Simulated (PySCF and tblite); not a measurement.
Values are calculated unless marked as measured or tabulated.
System: C6H10OSi, numbered as in [CH3:1][O:2][C:3]1=[CH:4][C@@H:5]([SiH3:6])[CH:7]=[CH:8]1.

Motion: shift of H on C5 from C5 to C7. GFN2-xTB gives an electronic barrier of 29.4 kcal/mol and a reaction energy of 2.6 kcal/mol.

Tunnelling of the moving H, left out here, will speed the real process.

(1) What does PBE0/pcSseg-1 + D3(BJ) give on B3LYP-D3(BJ)/def2-SVP geometries?

(2) And the level of the geometries itself, B3LYP-D3(BJ)/def2-SVP?

Programs: tblite and PySCF.

Answers

(1) A barrier of 28.9 kcal/mol, 0.4 below the tight-binding barrier (from unrounded values), a reaction energy of 4.6 kcal/mol and, with GFN2-xTB thermal terms, ΔG‡(298 K) = 26.1 kcal/mol and k = 4.8×10⁻⁷ s⁻¹ (1 equivalent path).

(2) 29.7 kcal/mol.
